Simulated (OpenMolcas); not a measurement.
## Lines of Pt²⁺: computed and rescaled rates

```json
{"Program": "OpenMolcas", "Method": "MS-CASPT2, IPEA 0.25 Eh, imaginary shift 0.1 Eh (closed shells correlated: 5s 5p)", "Basis": "ANO-RCC-VTZP [8s7p5d3f1g]", "Scalar Hamiltonian": "DKH2, point nucleus", "Active space": "8 electrons in 6 orbitals (5d 6s)", "State averaging": "2S+1 = 3 even, 60 roots; 2S+1 = 5 even, 15 roots kept (CI in the orbitals of an earlier block); 2S+1 = 1 even, 55 roots kept (CI in the orbitals of an earlier block)", "Spin-orbit coupling": "RASSI with atomic mean-field integrals over the reference wave functions, term energies averaged over their components"}
```

Rates come from the transition moments of the reference wave functions (E1 and E2 in the length form). At fixed line strength A goes as λ^-3 for E1 and M1 and as λ^-5 for E2, so a rate at the computed wavelength can be rescaled to the measured one. Measured vacuum wavelengths follow from level energies in NIST levels as listed in McCann et al., Mon. Not. R. Astron. Soc. 538, 537 (2025). Branching counts decays inside the model space alone, at computed energies, and the table is only a selection of the E2 and M1 lines, drawn from those between levels with measured partners whose computed energy lies within a factor of 1.5 of the measured one.

```tsv
Upper	Lower	Type	λ computed (nm)	λ measured (nm)	A computed (s-1)	A rescaled (s-1)	Branching %
5d8 3F3	5d8 3F4	M1	963.5	1025	2.79e+01	2.32e+01	98.0
5d7 6s 5F5	5d8 3F4	E2	501.4	457.9	8.18e-02		98.3
5d8 1G4	5d8 3F4	M1	452.7	468.8	1.48e+01		90.8
```

Spin-changing lines and M1 lines between different terms are not rescaled, since their strength hangs on the term gaps too.

The largest correction is for 5d8 3F3 → 5d8 3F4 (M1): 2.79e+01 × (963.5 / 1025)^3 = 2.32e+01 s-1, a factor of 0.83.

The computed order of these levels differs from the measured one in 1 place, and where term gaps are wrong the rates of spin-changing lines can be off by large factors.

These are rates of the free ion; in crystals, glasses and complexes forced electric-dipole and non-radiative decay shorten such lifetimes by orders of magnitude. No measured rate stands beside these. Rescaling mends the energy factor alone: line strengths can still be far off where a level mixes with configurations outside the active space, and weak or spin-changing lines hang on small mixing coefficients that depend on the term gaps too, so rescaling need not improve them.

CASPT2 breaks the degeneracy within a term, and the mean is taken; among the terms shown or strongly mixed into the levels shown the widest spread is 1000 cm-1 (5d8 1G). Terms from blocks run as CI alone lack orbitals of their own. A single d shell beside an s shell can misplace configurations of different d count against each other. Measured partners are found by configuration, term and J. A level has none where our copy of the source lacks it or the pairing is in doubt (some pairs that miss far off the trend of their configuration count as doubtful). Only configurations of the active space appear.
